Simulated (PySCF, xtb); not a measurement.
Si(H)(Me)3 (C3H10Si), SMILES [SiH](C)(C)C.

xtb with GFN2-xTB at its own geometry gives an orbital gap of 6.87 eV and a dipole moment of 0.38 D.

Geometry: PBE0-D3(BJ)/def2-SVP. The isomer is the one that the SMILES or the coordinates give; other isomers of the formula were not compared.

Task: What does PBE0/def2-TZVP run with PySCF give? (An estimate is asked for; the answer gives what the named calculation found.)

Result: gap 9.59 eV (levels -8.53 and 1.07 eV), dipole 0.58 D.
